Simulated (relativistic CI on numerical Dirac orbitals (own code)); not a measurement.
# V+ in a cubic cluster: 2p photoemission with charge transfer

Computed with a charge-transfer multiplet model of a cubic metal-ligand cluster with up to one ligand hole, Slater and spin-orbit integrals from Dirac-Coulomb-Breit ions, Slater integrals scaled by 0.8. The parameters are those of a tetrahedral site (10Dq negative, t2 hopping the larger). The ground state mixes d4 with configurations of k ligand holes L, whose averages lie at kΔ + k(k − 1)U_dd/2; a core hole lowers each added d electron by U_cd. 300 K, Lorentzian 0.6 eV and Gaussian 0.8 eV FWHM.

Atomic integrals in eV (Slater integrals scaled, ζ unscaled), ground: F2dd 6.042, F4dd 3.713, zeta_d 0.015; with the core hole: F2dd 7.850, F4dd 4.885, zeta_d 0.030, zeta_core 4.613, F2cd 4.315, G1cd 3.109, G3cd 1.763.

Cluster parameters (eV): U_dd = 5.4, U_cd = 6.2, 10Dq = -0.45, 10Dq(ligand) = 0, V(eg) = 1.05, V(t2g) = -1.78, final-state hopping factor = 0.8.

```tsv
Case	n_d	d4	d5L	S
Δ = 6.1 eV	4.18	0.82	0.18	2.00
Δ = 7.1 eV	4.15	0.85	0.15	2.00
Δ = 8.1 eV	4.13	0.87	0.13	2.00
```

Weights, n_d and S are thermal averages at 300 K. Binding energies count from the first peak over 30 % of the highest in each spectrum, which can be another peak from case to case. The parameters are a model scan and need not match a compound or its usual spin state. Peaks in eV (height, largest 100):
- Δ = 6.1 eV: 0.0 (100), 0.6 (97), 8.5 (69), 11.2 (20), 15.2 (5)
- Δ = 7.1 eV: 0.0 (100), 0.6 (97), 3.5 (35), 8.3 (66)
- Δ = 8.1 eV: 0.0 (100), 0.6 (99), 3.5 (30), 8.2 (64)

Curve for Δ = 6.1 eV (points under 2 left out, the grid thinned):

```json
{"E (eV)": "-3.8", "Intensity": "2.0"}
{"E (eV)": "-3.3", "Intensity": "2.6"}
{"E (eV)": "-2.8", "Intensity": "3.5"}
{"E (eV)": "-2.4", "Intensity": "4.6"}
{"E (eV)": "-1.9", "Intensity": "7.3"}
{"E (eV)": "-1.4", "Intensity": "14.6"}
{"E (eV)": "-0.9", "Intensity": "39.4"}
{"E (eV)": "-0.4", "Intensity": "85.9"}
{"E (eV)": "0.0", "Intensity": "100.0"}
{"E (eV)": "0.5", "Intensity": "96.6"}
{"E (eV)": "1.0", "Intensity": "92.9"}
{"E (eV)": "1.5", "Intensity": "76.2"}
{"E (eV)": "2.0", "Intensity": "57.0"}
{"E (eV)": "2.4", "Intensity": "49.6"}
{"E (eV)": "2.9", "Intensity": "44.2"}
{"E (eV)": "3.4", "Intensity": "42.7"}
{"E (eV)": "3.9", "Intensity": "40.4"}
{"E (eV)": "4.4", "Intensity": "31.9"}
{"E (eV)": "4.8", "Intensity": "25.0"}
{"E (eV)": "5.3", "Intensity": "21.3"}
{"E (eV)": "5.8", "Intensity": "19.6"}
{"E (eV)": "6.3", "Intensity": "19.0"}
{"E (eV)": "6.8", "Intensity": "21.8"}
{"E (eV)": "7.2", "Intensity": "30.7"}
{"E (eV)": "7.7", "Intensity": "52.1"}
{"E (eV)": "8.2", "Intensity": "67.0"}
{"E (eV)": "8.7", "Intensity": "67.0"}
{"E (eV)": "9.1", "Intensity": "53.8"}
{"E (eV)": "9.6", "Intensity": "33.7"}
{"E (eV)": "10.1", "Intensity": "24.1"}
{"E (eV)": "10.6", "Intensity": "20.8"}
{"E (eV)": "11.1", "Intensity": "20.3"}
{"E (eV)": "11.5", "Intensity": "19.6"}
{"E (eV)": "12.0", "Intensity": "13.8"}
{"E (eV)": "12.5", "Intensity": "8.9"}
{"E (eV)": "13.0", "Intensity": "6.7"}
{"E (eV)": "13.5", "Intensity": "5.6"}
{"E (eV)": "13.9", "Intensity": "5.1"}
{"E (eV)": "14.4", "Intensity": "4.8"}
{"E (eV)": "14.9", "Intensity": "5.3"}
{"E (eV)": "15.4", "Intensity": "5.4"}
{"E (eV)": "15.9", "Intensity": "4.4"}
{"E (eV)": "16.3", "Intensity": "3.6"}
{"E (eV)": "16.8", "Intensity": "2.7"}
{"E (eV)": "17.3", "Intensity": "2.1"}
```

For the case Δ = 6.1 eV, Δ = 6.1 eV is larger than U_dd = 5.4 eV, the Mott-Hubbard side of the Zaanen-Sawatzky-Allen scheme. With the core hole the configuration with one ligand hole lies at Δ − U_cd = -0.1, 0.9, 1.9 eV from the one without, in the order of the table; where this is negative the screened configuration lies lower, though the effective hopping of about 3.0 eV (from the holes of the mixed ground state) mixes the two strongly wherever it is as large as the gap.

With at most 1 ligand hole the space is cut while the next configuration still counts, so covalency is underestimated, and a final configuration with one more ligand hole, which can lie low, is missing from the spectra.
